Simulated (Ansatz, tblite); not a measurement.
Cost and result up the ladder for (Cl2B-mu-SMe)2 (C2H6B2Cl4S2) (16 atoms). Charge 0, multiplicity 1. Geometry: PBE-D4/def2-SVP.

```xyz
16

B     0.9125    1.3371   -0.5393
Cl   -0.5056    2.4622   -0.6507
Cl    2.5229    2.0172   -0.9875
S     0.6594   -0.3618   -1.5773
C    -1.1474   -0.6060   -1.6675
B     1.2132   -1.1889    0.1643
Cl    0.0824   -2.4944    0.7179
Cl    2.9578   -1.6314    0.0327
S     1.0939    0.4842    1.2685
C    -0.5903    0.4846    1.9734
H    -1.3517   -1.6676   -1.4342
H    -1.6708    0.0633   -0.9608
H    -1.4545   -0.3681   -2.7021
H    -0.4868    0.3003    3.0582
H    -1.2048   -0.3130    1.5168
H    -1.0304    1.4825    1.7876
```

Ansatz on 2 threads of AMD EPYC 7R13 on a shared host and a share (18 GiB) of an NVIDIA H100 80GB HBM3; xTB runs through tblite on one thread. Times are rough, summed over both states, and most runs start from the orbitals of an earlier one. PBE0-D4/def2-TZVP serves as the yardstick here, not as an exact answer. The other state is a triplet.

The xTB rows come from tblite. HOMO above LUMO, or a gap near zero within one spin, warns that the state may not be the lowest or that an electron is smeared out.

xTB has no spin-polarisation term.

| level | functions | wall time | vertical triplet (eV) | difference from PBE0-D4/def2-TZVP (eV) | remarks |
| --- | --- | --- | --- | --- | --- |
| GFN1-xTB | 82 | 0.053 s | 5.31 | -0.07 | – |
| GFN2-xTB | 76 | 0.07 s | 4.94 | -0.44 | – |
| r2SCAN-D4/def2-TZVP | 382 | 11 s | 5.10 | -0.27 | – |
| PBE0-D4/def2-TZVP | 382 | 12 s | 5.37 | 0.00 | – |
| PBE-D4/def2-TZVP (with forces) | 382 | 12 s | 4.99 | -0.39 | gap within one spin near zero (triplet) |
